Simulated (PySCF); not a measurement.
C3H4O4.
Numbering: `[O:1]=[CH:2][O:3][CH2:4][O:5][CH:6]=[O:7]` (hydrogens: H8 on C2; H9, H10 on C4; H11 on C6)

Geometry (PBE0-D3(BJ)/def2-SVP, Å), atoms numbered from 1 in this order:
```
atom  x, y, z in Å
O1     2.043    0.077    1.774
C2     1.965    0.498    0.661
O3     1.033    0.152   -0.244
C4     0.044   -0.754    0.176
O5    -1.009   -0.063    0.803
C6    -2.002    0.386    0.016
O7    -2.087    0.219   -1.162
H8     2.656    1.232    0.199
H9    -0.313   -1.256   -0.730
H10    0.448   -1.444    0.926
H11   -2.738    0.926    0.646
```

All values: B3LYP/def2-SVPD (PySCF, non-relativistic), on one gas-phase PBE0-D3(BJ)/def2-SVP geometry that isn't relaxed in the solvent. The solvent is an IEF-PCM continuum (Bondi radii, 1.10 Å for H, scaled by 1.2), and excitations are vertical TDDFT with non-equilibrium linear response and a frozen core. The model holds no explicit solvent molecules, cavitation or dispersion.

```csv
run,E − E(gas) (kcal/mol),HOMO (eV),HOMO–LUMO gap (eV),dipole (D),lowest singlet (eV),static polarisability (au)
gas,0.00,-8.61,7.67,0.11,5.80,51.6
P,-8.26,-8.59,7.80,0.12,5.94,65.3
Q,-6.72,-8.58,7.77,0.12,5.91,62.4
```

Question: The runs were made in tetrahydrofuran and water. Which run belongs to which solvent?

Answer: P = water, Q = tetrahydrofuran. The dielectric constants are 7.426 (tetrahydrofuran), 78.36 (water), and the energy falls further as ε rises. The optical constants n² used for the excitations are 1.97, 1.78 in the same order. In this model the ground state sees the solvent through ε alone.

Question: How constant is the ratio of the lowering to (ε − 1)/(2ε + 1)?

Answer: 
| solvent | (ε − 1)/(2ε + 1) | E − E(gas) (kcal/mol) | ratio (kcal/mol) | polarisation term (kcal/mol) |
| --- | --- | --- | --- | --- |
| tetrahydrofuran | 0.405 | -6.72 | -16.6 | -7.56 |
| water | 0.490 | -8.26 | -16.8 | -9.54 |

The ratio changes by +1.7 % in size from tetrahydrofuran to water. The polarisation term is half the interaction of the solute with the induced surface charges.
